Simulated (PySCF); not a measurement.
Bonding in `C=C(C)[SiH2]P[SiH2]C`

Species: C4H13PSi2.
Numbering: `[CH2:1]=[C:2]([CH3:3])[SiH2:4][PH:5][SiH2:6][CH3:7]` (hydrogens: H8, H9 on C1; H10, H11, H12 on C3; H13, H14 on Si4; H15 on P5; H16, H17 on Si6; H18, H19, H20 on C7)

Cartesian coordinates in Å at the PBE0-D3(BJ)/def2-SVP level; atoms count from 1:
```xyz
20
C4H13PSi2 angstrom
C     -2.2303   -0.1128   -1.9931
C     -2.3133    0.4087   -0.7616
C     -3.6238    0.8131   -0.1475
Si    -0.7599    0.6795    0.2674
P      1.0301   -0.2528   -0.7497
Si     2.5704    0.3951    0.7766
C      4.1913   -0.4908    0.4374
H     -3.1243   -0.2670   -2.6106
H     -1.2723   -0.4017   -2.4378
H     -4.4674    0.6271   -0.8301
H     -3.6287    1.8844    0.1159
H     -3.8123    0.2614    0.7888
H     -0.4836    2.1457    0.4073
H     -0.9764    0.1427    1.6497
H      0.8240   -1.5531   -0.1923
H      2.7305    1.8721    0.6034
H      2.1222    0.1407    2.1832
H      4.0765   -1.5791    0.5553
H      4.9706   -0.1504    1.1368
H      4.5323   -0.2897   -0.5892
```

Bond orders from the PBE0/pcSseg-1 density (PySCF). Isolated species at its PBE0-D3(BJ)/def2-SVP geometry (one conformer only).

Question: Where do the orders between heavy atoms depart from those drawn in the SMILES?

Answer: The largest departure is 0.141, at C2–Si4 (drawn single, 0.859). Drawn single, order below 0.88: C2–Si4 (0.859).

Question: Give the Mayer order of every bond between heavy atoms, beside its length.

Answer: 
```
  bond  drawn as  length (Å)  Mayer order
 C1–C2    double       1.340        1.965
 C2–C3    single       1.503        1.046
C2–Si4    single       1.883        0.859
Si4–P5    single       2.260        0.942
P5–Si6    single       2.263        0.937
Si6–C7    single       1.878        0.964
```

Bonds between the same two heavy elements. C–C: lowest C2–C3 (1.046, 1.503 Å), highest C1–C2 (1.965, 1.340 Å). C–Si: lowest C2–Si4 (0.859, 1.883 Å), highest Si6–C7 (0.964, 1.878 Å). P–Si: all 2 within 0.02 of one another (0.937 to 0.942).

Question: And the bonds to hydrogen?

Answer: C–H: 0.94 to 0.96 (8 bonds); H–Si: 0.91 to 0.94 (4 bonds); H–P: 0.90 (1 bond).

Question: Sum the orders of all bonds at each heavy atom with more than one neighbour and set the sums beside the valence in the SMILES.

Answer: C1 3.847 (drawn 4), C2 3.870 (drawn 4), C3 3.907 (drawn 4), Si4 3.641 (drawn 4), P5 2.782 (drawn 3), Si6 3.753 (drawn 4), C7 3.826 (drawn 4). Orders between atoms that aren't bonded are not in these sums.

The Mayer order sums products of elements of PS (density times overlap matrix) between the two atoms' basis functions, so it depends on the basis set.

These values come from a run that also computed NMR shieldings. The run took 1.8 min wall, 96 s CPU on an Intel Xeon at 2.50 GHz with one thread, no GPU, shared host, and the process peaked at 0.96 GiB of memory.
